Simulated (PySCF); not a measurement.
These 7 structures share the formula C4H10OSi. Method used: PBE0-D3(BJ)/def2-SVP geometry optimisation, gas phase (PySCF). Energies are electronic, without zero-point or thermal terms, for one conformer each. No frequencies were run at this level. Point groups hold within 0.08 Å.

Problem. Rank from lowest to highest electronic energy at this level (kJ/mol).
A. `[OH:1][SiH:2]1[CH2:3][CH2:4][CH2:5][CH2:6]1` with H–O1–Si2–C3 57°, O1–Si2–C3–C4 -107°, Si2–C3–C4–C5 -37°, C3–C4–C5–C6 50°, C4–C5–C6–Si2 -36°
B. `[CH2:1]=[CH:2][O:3][SiH:4]([CH3:5])[CH3:6]` with C1–C2–O3–Si4 164°, C2–O3–Si4–C5 -79°
C. `[CH2:1]=[CH:2][CH2:3][CH2:4][SiH2:5][OH:6]` with C1–C2–C3–C4 -117°, C2–C3–C4–Si5 -178°, C3–C4–Si5–O6 177°, C4–Si5–O6–H 69°
D. `[CH2:1]1[CH2:2][SiH2:3][CH2:4][CH2:5][O:6]1` with O6–C1–C2–Si3 33°, C1–C2–Si3–C4 24°, C2–Si3–C4–C5 -49°, Si3–C4–C5–O6 15°
E. `[CH3:1]/[CH:2]=[CH:3]/[CH2:4][O:5][SiH3:6]` with C2–C3–C4–O5 0°, C3–C4–O5–Si6 177°
F. `[CH2:1]=[CH:2][CH2:3][SiH2:4][O:5][CH3:6]` with C1–C2–C3–Si4 111°, C2–C3–Si4–O5 60°, C3–Si4–O5–C6 -177°
G. `[CH3:1][C@@H:2]1[CH2:3][CH2:4][O:5][SiH2:6]1` with C1–C2–C3–C4 -163°, C2–C3–C4–O5 41°, C3–C4–O5–Si6 -25°, C4–O5–Si6–C2 2°

Solution. A (0.0), G (68.8), B (82.2), C (123.8), F (159.6), D (170.9), E (175.6).

As drawn, the lowest has an O–H bond and an Si–C bond, which the highest lacks; the highest has a C=C bond outside aromatic rings, which the lowest lacks. Neighbours under 10 kJ/mol apart (C1C[SiH2]CCO1 and C/C=C/CO[SiH3]) can change places with a better method, another conformer or zero-point energy.

```json
{"SMILES": "O[SiH]1CCCC1", "E (Eh)": "-522.57156", "E rel (kJ/mol)": "0.0", "dipole (D)": "1.82", "point group": "C1", "A, B, C (MHz)": "4753, 2296, 1849"}
{"SMILES": "C[C@@H]1CCO[SiH2]1", "E (Eh)": "-522.54534", "E rel (kJ/mol)": "68.8", "dipole (D)": "1.89", "point group": "C1", "A, B, C (MHz)": "4339, 2687, 1814"}
{"SMILES": "C=CO[SiH](C)C", "E (Eh)": "-522.54025", "E rel (kJ/mol)": "82.2", "dipole (D)": "1.68", "point group": "C1", "A, B, C (MHz)": "5056, 1583, 1328"}
{"SMILES": "C=CCC[SiH2]O", "E (Eh)": "-522.52441", "E rel (kJ/mol)": "123.8", "dipole (D)": "1.48", "point group": "C1", "A, B, C (MHz)": "11059, 958.6, 934.6"}
{"SMILES": "C=CC[SiH2]OC", "E (Eh)": "-522.51075", "E rel (kJ/mol)": "159.6", "dipole (D)": "0.83", "point group": "C1", "A, B, C (MHz)": "6063, 1365, 1226"}
{"SMILES": "C1C[SiH2]CCO1", "E (Eh)": "-522.50646", "E rel (kJ/mol)": "170.9", "dipole (D)": "1.36", "point group": "C1", "A, B, C (MHz)": "3787, 3139, 1999"}
{"SMILES": "C/C=C/CO[SiH3]", "E (Eh)": "-522.50466", "E rel (kJ/mol)": "175.6", "dipole (D)": "0.77", "point group": "near Cs", "A, B, C (MHz)": "9584, 1067, 983.3"}
```

Problem. How do the relative energies change in single points at PBE0/pcSseg-1 (no added dispersion term) on the same geometries?

Solution. 
```tsv
SMILES	PBE0-D3(BJ)/def2-SVP (kJ/mol)	PBE0/pcSseg-1 (kJ/mol)	shift
O[SiH]1CCCC1	0.0	0.0	0.0
C[C@@H]1CCO[SiH2]1	68.8	72.2	+3.4
C=CO[SiH](C)C	82.2	74.6	-7.6
C=CCC[SiH2]O	123.8	113.5	-10.3
C=CC[SiH2]OC	159.6	152.2	-7.4
C1C[SiH2]CCO1	170.9	176.3	+5.4
C/C=C/CO[SiH3]	175.6	170.2	-5.4
```

Each column counts from its own lowest isomer. The lowest isomer stays, but the order above it changes; the largest shift is 10.3 kJ/mol.

Problem. As an exercise, what shares would exp(−E/RT) give at 2000 K from these electronic energies alone (no entropy, no degeneracies)?

Solution. RT = 16.629 kJ/mol: O[SiH]1CCCC1 97.7 %, C[C@@H]1CCO[SiH2]1 1.6 %, C=CO[SiH](C)C 0.7 %, C=CCC[SiH2]O 0.1 %, C=CC[SiH2]OC under 0.1 %, C1C[SiH2]CCO1 under 0.1 %, C/C=C/CO[SiH3] under 0.1 %.
